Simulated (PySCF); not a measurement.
PySCF input (BP86/def2-TZVPD):

```python
from pyscf import gto, scf, dft

mol = gto.M(
    atom='''
    O     1.45394501   -0.20785379    0.05455583
    C     0.27194834   -0.12038035    0.00643112
    C    -1.09230295   -0.60272092   -0.07611734
    C    -0.90878382    0.71139686   -0.00718105
    H    -1.25672953    1.73305677    0.02475698
    ''',
    basis='def2-tzvpd',
    charge=0,
    spin=1,
    verbose=4,
)

mf = dft.UKS(mol, xc='bp86').density_fit(auxbasis='def2-universal-jkfit')
mf.grids.level = 3
mf.conv_tol = 1e-9
mf.max_cycle = 100
mf.max_memory = 1500
mf.kernel()
if not mf.converged:
    mf = mf.newton()
    mf.kernel(mf.make_rdm1())
for _ in range(2):
    mo, _, stable, _ = mf.stability(return_status=True)
    if stable:
        break
    mf.kernel(mf.make_rdm1(mo, mf.mo_occ))
mf.analyze()
```

End of the output:

```
Extra cycle  E= -190.065761210123  delta_E= 5.05e-11  |g|= 1.13e-05  |ddm|= 1.53e-05
converged SCF energy = -190.065761210123  <S^2> = 0.75253638  2S+1 = 2.0025348
uhf_internal: lowest eigs of H = [0.81008733 0.82383858 0.82861213]
<class 'pyscf.df.df_jk.DFUKS'> wavefunction is stable in the internal stability analysis
**** SCF Summaries ****
Total Energy =                        -190.065761210123128
Nuclear Repulsion Energy =              88.832434818682486
One-electron Energy =                 -432.354840201543595
Two-electron Energy =                  153.456644172738010
Two-electron Coulomb Energy =          178.589664195739601
DFT Exchange-Correlation Energy =      -25.133020023001592
HOMO-LUMO gap [eV] =                     1.099701132569716
**** MO energy ****
                             alpha | beta                alpha | beta
MO #1   energy= -18.8198858539883  | -18.8140463902988  occ= 1 | 1
MO #2   energy= -10.0351787974016  | -10.0333378436453  occ= 1 | 1
MO #3   energy= -9.97985192259713  | -9.97711346515587  occ= 1 | 1
MO #4   energy= -9.97065247951002  | -9.96352748391762  occ= 1 | 1
MO #5   energy= -1.01917205378629  | -1.01015160801673  occ= 1 | 1
MO #6   energy= -0.8713641431345   | -0.860745285679329 occ= 1 | 1
MO #7   energy= -0.569331655321523 | -0.56021772146784  occ= 1 | 1
MO #8   energy= -0.492159546454481 | -0.477419535269807 occ= 1 | 1
MO #9   energy= -0.4486458487706   | -0.434424543785046 occ= 1 | 1
MO #10  energy= -0.42867361069376  | -0.425053590197876 occ= 1 | 1
MO #11  energy= -0.399765685731325 | -0.38482188310935  occ= 1 | 1
MO #12  energy= -0.311912569178517 | -0.305007682477721 occ= 1 | 1
MO #13  energy= -0.310177637418473 | -0.287118846250046 occ= 1 | 1
MO #14  energy= -0.214251682511136 | -0.173838410957771 occ= 1 | 0
MO #15  energy= -0.0833747852640023 | -0.076163713876749 occ= 0 | 0
MO #16  energy= -0.0377545165919138 | -0.0310997864153428 occ= 0 | 0
MO #17  energy= 0.00011331451269961 | 0.00240826295775689 occ= 0 | 0
MO #18  energy= 0.014914639722411  | 0.0180913691704557 occ= 0 | 0
MO #19  energy= 0.0375256210141401 | 0.0412664151324584 occ= 0 | 0
MO #20  energy= 0.063323534877786  | 0.0636837750732357 occ= 0 | 0
MO #21  energy= 0.0682964894225244 | 0.070839109776059  occ= 0 | 0
MO #22  energy= 0.07810059065888   | 0.0816473699542142 occ= 0 | 0
MO #23  energy= 0.088702620945506  | 0.0937491037747929 occ= 0 | 0
MO #24  energy= 0.120802700586041  | 0.126114584241694  occ= 0 | 0
MO #25  energy= 0.130464606515351  | 0.140955637054707  occ= 0 | 0
MO #26  energy= 0.139577353245057  | 0.141610080805926  occ= 0 | 0
MO #27  energy= 0.154610897130926  | 0.157971728353845  occ= 0 | 0
MO #28  energy= 0.173652858937709  | 0.177576846778612  occ= 0 | 0
MO #29  energy= 0.183065289126512  | 0.185039425938641  occ= 0 | 0
MO #30  energy= 0.195827517733761  | 0.206260886109256  occ= 0 | 0
MO #31  energy= 0.218193827149317  | 0.223254293727091  occ= 0 | 0
MO #32  energy= 0.222501826039362  | 0.224004480510655  occ= 0 | 0
MO #33  energy= 0.229295173157247  | 0.232922317608117  occ= 0 | 0
MO #34  energy= 0.233813895308156  | 0.238276486769276  occ= 0 | 0
MO #35  energy= 0.235732490571858  | 0.240978989575569  occ= 0 | 0
MO #36  energy= 0.264296224988     | 0.269067537940976  occ= 0 | 0
MO #37  energy= 0.274767408474151  | 0.279689793599481  occ= 0 | 0
MO #38  energy= 0.284272685151469  | 0.28664660557973   occ= 0 | 0
MO #39  energy= 0.287093663172784  | 0.288530947583916  occ= 0 | 0
MO #40  energy= 0.318369527256067  | 0.324814374300484  occ= 0 | 0
MO #41  energy= 0.323518245492859  | 0.325310113702533  occ= 0 | 0
MO #42  energy= 0.324163697960637  | 0.330226064890713  occ= 0 | 0
MO #43  energy= 0.363190016406476  | 0.366817876487714  occ= 0 | 0
MO #44  energy= 0.371373861472079  | 0.376937654100178  occ= 0 | 0
MO #45  energy= 0.3876786814314    | 0.388600077444345  occ= 0 | 0
MO #46  energy= 0.400280234506295  | 0.404106204796564  occ= 0 | 0
MO #47  energy= 0.422094863186022  | 0.435221250209953  occ= 0 | 0
MO #48  energy= 0.44549908377903   | 0.447437139442857  occ= 0 | 0
MO #49  energy= 0.482138632609969  | 0.485208880741032  occ= 0 | 0
MO #50  energy= 0.495152469546389  | 0.495827290104809  occ= 0 | 0
MO #51  energy= 0.503322463085305  | 0.507487879474292  occ= 0 | 0
MO #52  energy= 0.505609941901337  | 0.509579681936609  occ= 0 | 0
MO #53  energy= 0.51202686514338   | 0.519213603562712  occ= 0 | 0
MO #54  energy= 0.521215741577212  | 0.52229776451374   occ= 0 | 0
MO #55  energy= 0.551514001836448  | 0.558834817966403  occ= 0 | 0
MO #56  energy= 0.579110609621388  | 0.582138276175114  occ= 0 | 0
MO #57  energy= 0.589652000616904  | 0.594316151618467  occ= 0 | 0
MO #58  energy= 0.597388700397532  | 0.602124412716253  occ= 0 | 0
MO #59  energy= 0.606601299778306  | 0.610347416905653  occ= 0 | 0
MO #60  energy= 0.632997996689205  | 0.639210569208037  occ= 0 | 0
MO #61  energy= 0.652464522716965  | 0.658292721476506  occ= 0 | 0
MO #62  energy= 0.665384243788972  | 0.667089568907315  occ= 0 | 0
MO #63  energy= 0.692817607990609  | 0.700902666158921  occ= 0 | 0
MO #64  energy= 0.720616877058799  | 0.724835975834619  occ= 0 | 0
MO #65  energy= 0.750659059269663  | 0.757896556493513  occ= 0 | 0
MO #66  energy= 0.763856970582046  | 0.77152691738969   occ= 0 | 0
MO #67  energy= 0.779487732964889  | 0.785047211043531  occ= 0 | 0
MO #68  energy= 0.821310192693083  | 0.825891095002373  occ= 0 | 0
MO #69  energy= 0.856431341290801  | 0.86070025238805   occ= 0 | 0
MO #70  energy= 0.883789786999946  | 0.887872103011006  occ= 0 | 0
MO #71  energy= 0.902636596165876  | 0.912405282357629  occ= 0 | 0
MO #72  energy= 0.989490807106581  | 0.995529436917177  occ= 0 | 0
MO #73  energy= 1.05502759671016   | 1.07105127569852   occ= 0 | 0
MO #74  energy= 1.07643723952398   | 1.08603966559202   occ= 0 | 0
MO #75  energy= 1.09923451209583   | 1.10617498593019   occ= 0 | 0
MO #76  energy= 1.11183684544894   | 1.12240118587546   occ= 0 | 0
MO #77  energy= 1.11716545348556   | 1.12770781341946   occ= 0 | 0
MO #78  energy= 1.18733191604292   | 1.19964381572095   occ= 0 | 0
MO #79  energy= 1.19678411707236   | 1.20558352832359   occ= 0 | 0
MO #80  energy= 1.26736136000239   | 1.28129031475268   occ= 0 | 0
MO #81  energy= 1.33304926432973   | 1.34871985706826   occ= 0 | 0
MO #82  energy= 1.37275429616133   | 1.38652734616691   occ= 0 | 0
MO #83  energy= 1.39102470124348   | 1.39338799419161   occ= 0 | 0
MO #84  energy= 1.51108057988455   | 1.52099671347637   occ= 0 | 0
MO #85  energy= 1.58663105915382   | 1.6085285090406    occ= 0 | 0
MO #86  energy= 1.64747908344747   | 1.65526380944962   occ= 0 | 0
MO #87  energy= 1.65213448006651   | 1.65926076769367   occ= 0 | 0
MO #88  energy= 1.69685838126993   | 1.70477043298088   occ= 0 | 0
MO #89  energy= 1.70205352235976   | 1.70899467905026   occ= 0 | 0
MO #90  energy= 1.74736026346489   | 1.75842753875634   occ= 0 | 0
MO #91  energy= 1.77741044248521   | 1.78628161732046   occ= 0 | 0
MO #92  energy= 1.84834092672142   | 1.85331579454846   occ= 0 | 0
MO #93  energy= 1.91072032289547   | 1.91727819911236   occ= 0 | 0
MO #94  energy= 1.92022838296296   | 1.93046496099311   occ= 0 | 0
MO #95  energy= 1.9350879597761    | 1.94503546352184   occ= 0 | 0
MO #96  energy= 2.04877345195089   | 2.05644888373687   occ= 0 | 0
MO #97  energy= 2.09068566370334   | 2.10483983973316   occ= 0 | 0
MO #98  energy= 2.12365358166518   | 2.12754281383592   occ= 0 | 0
MO #99  energy= 2.17400485552227   | 2.18530968898632   occ= 0 | 0
MO #100 energy= 2.22488317595171   | 2.22987218089092   occ= 0 | 0
MO #101 energy= 2.32821527615132   | 2.33721997639975   occ= 0 | 0
MO #102 energy= 2.3367228798601    | 2.35362194309503   occ= 0 | 0
MO #103 energy= 2.44564612010753   | 2.45217169532617   occ= 0 | 0
MO #104 energy= 2.44582029412254   | 2.45722738449781   occ= 0 | 0
[...]
```

It need not be the lowest isomer of its formula.
